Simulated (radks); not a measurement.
The mean radii <r> (bohr) of the occupied orbitals of an atom or ion are listed with their occupations. Calculated with a radial shooting solver on a logarithmic mesh with Libxc functionals: scalar-relativistic Kohn-Sham, LB94 model potential, spin-polarised, spherical densities, finite nucleus; Fermi nuclear charge, rms radius of each element as measured or else 0.836 A^(1/3) + 0.57 fm.

| orbital | occ. | <r> |
|---|---|---|
| 1s | 2 | 0.04399 |
| 2s | 2 | 0.1953 |
| 2p | 6 | 0.1704 |
| 3s | 2 | 0.5751 |
| 3p | 6 | 0.5895 |
| 3d | 10 | 0.6201 |
| 4s | 2 | 1.555 |

Name the element and its charge. Open shells, if any, are filled with parallel spins first.

Answer. Z = 34, selenium, charge +4: Se4+ in [Ar] 3d10 4s2. The 1s radius gives Z: for a bare nucleus <r> = (2 gamma + 1)/(2Z) with gamma = sqrt(1 - (Z/c)^2), 0.0432 bohr for Z = 34, and screening makes it slightly larger (0.04399 here). The occupations add up to 30, and the charge is Z minus that.
